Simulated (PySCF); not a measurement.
# Gas-phase XPS of Si(vinyl)F3, computed

Species: Si(vinyl)F3, C₂H₃F₃Si.
Cartesian coordinates in Å at the PBE0-D3(BJ)/def2-SVP level; atoms count from 1:
```
atom  x, y, z in Å
Si1   -0.3334    0.4201   -1.1094
C2     0.2992    0.3515    0.6041
C3     0.3712   -0.8081    1.2685
H4     0.6197    1.2767    1.0975
H5     0.0613   -1.7546    0.8132
H6     0.7404   -0.8606    2.2981
F7     0.6957    1.1216   -2.1187
F8    -1.7037    1.2450   -1.2229
F9    -0.6178   -1.0610   -1.6561
```

The calculation used PySCF, delta-SCF UKS SCAN, pcX-2 on the ionised atom, pcseg-1 elsewhere, spin-free X2C. Binding energies are ΔSCF values: E(core-ionised, relaxed orbitals) − E(ground state) at a fixed geometry, referred to the vacuum level.

List the computed XPS lines with their assignment.

```tsv
atom(s)	environment	level	binding energy (eV)	2p1/2 (eV)	above the level's lowest (eV)	count
Si1	silicon bonded to C and 3 F	Si 2p3/2	109.95	110.57	0.00	1
C2	carbon bonded to C, Si and H	C 1s	291.28	–	0.00	1
C3	carbon bonded to C and 2 H	C 1s	291.66	–	+0.38	1
F7/F8/F9	fluorine bonded to Si	F 1s	693.20	–	0.00	3
Si1	silicon bonded to C and 3 F	Si 1s	1850.29	–	0.00	1
```

The listed C 1s values span 0.38 eV, from C2 (bonded to C, H and Si) to C3 (bonded to C and 2 H).

Which effective nuclear charge Zeff reproduces each element's mean 1s value in the hydrogen-like formula E = 13.606 eV × Zeff²?

C (Z = 6): mean 291.5 eV, Zeff = 4.63, Z − Zeff = 1.37; F (Z = 9): mean 693.2 eV, Zeff = 7.14, Z − Zeff = 1.86; Si (Z = 14): mean 1850.3 eV, Zeff = 11.66, Z − Zeff = 2.34. Means run over the listed sites, weighted by atom count.

Which photon wavelength matches the C 1s of C2 threshold?

λ = hc/E = 12398.42 eV Å / 291.28 eV = 42.565 Å.

Topologically equivalent atoms share the value of their first member; where this conformer doesn't relate them by symmetry, their own values could differ. 2p3/2 and 2p1/2 are the ΔSCF energy of one spin-free 2p hole plus the eigenvalues of a spin–orbit and ligand-field matrix of the shell. 2p1/2 minus 2p3/2 (ligand field included): Si 0.63 eV. Isolated species at its PBE0-D3(BJ)/def2-SVP geometry (one conformer only).

Time: 58 s; peak memory 0.44 GiB. Hardware: one thread of an Intel Xeon at 2.50 GHz, shared host with 64 logical CPUs at a one-minute load of 60.
